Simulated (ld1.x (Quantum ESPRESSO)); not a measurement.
**oxygen: one change to a TM potential, before and after**

```
Element                 : O
Generator               : ld1.x (Quantum ESPRESSO) 7.5
Type                    : norm-conserving Troullier–Martins (Kleinman–Bylander form)
Functional              : PBE
Relativity              : non-relativistic
Frozen core             : [He]
Valence charge          : 6
Reference configuration : 2s2 2p3 (charge +1)
Partial waves           : 2p (bound): rc 1.00 bohr; 3d channel at 0.5 Ry: rc 1.00 bohr; 2s (bound): rc 0.60 bohr
Local potential         : the s channel
Core correction         : Bessel-smoothed model core inside 0.40 bohr
```

All-electron outer shells of the reference configuration (PBE, non-relativistic, ld1.x):

```json
{"shell": "2s", "level (eV)": "-39.61", "outermost node (bohr)": "0.28", "outermost maximum (bohr)": "0.86"}
{"shell": "2p", "level (eV)": "-24.46", "outermost node (bohr)": "–", "outermost maximum (bohr)": "0.79"}
```

Change: wave 2s (bound): rc 0.60 bohr becomes 2s (bound): rc 0.86 bohr.

Cutoffs: the cutoffs (Ry, on a coarse ladder) from which the occupation-weighted sum of valence levels, in a spherical-Bessel basis at the reference potential, stays within 10 and 1 mRy of its value at 400 Ry; they do not see the model core or the augmentation charge, which bear on the density cutoff. Errors are all-electron minus pseudo energies relative to the spin-unpolarised reference configuration.

Task: Predict the effect on cutoff, ghosts and configuration errors.

Result: Of the 7 tests that both files solve, the error grows in 0 and shrinks in 2 by more than 15 % and 0.3 meV (median size 14.3 → 13.4 meV); neither file shows a bound ghost.

```csv
quantity,base,changed
"cutoff, loose",200 Ry,120 Ry
"cutoff, tight",over 300 Ry,200 Ry
loose cutoff by channel (10 mRy a level),"p 100 Ry, s 160 Ry","p 100 Ry, s 70 Ry"
bound ghosts,none,none
"error for 2s2 2p4, meV [ΔE -16.44 eV]",+2.4,+2.1
"error for 2s2 2p2, meV [ΔE 33.59 eV]",+14,+13
"error for 2s2 2p1, meV [ΔE 87.47 eV]",+111,+106
"error for 2s2 2p4.3, meV [ΔE -18.56 eV]",+2.8,+2.3
"error for 2s2 2p3.5, meV [ΔE -10.15 eV]",+1.0,+0.9
"error for 2s2 2p0, meV [ΔE 164.37 eV]",+441,+429
"error for 2s1 2p5, meV [ΔE -1.54 eV]",+24,+19
s: phases at 1.09 bohr within 0.05 rad from the reference energy up to (Ry; the scan ends near 5),to the end of the scan,to the end of the scan
p: phases at 1.09 bohr within 0.05 rad from the reference energy up to (Ry; the scan ends near 5),to the end of the scan,to the end of the scan
d: phases at 1.09 bohr within 0.05 rad from the reference energy up to (Ry; the scan ends near 5),to the end of the scan,to the end of the scan
```
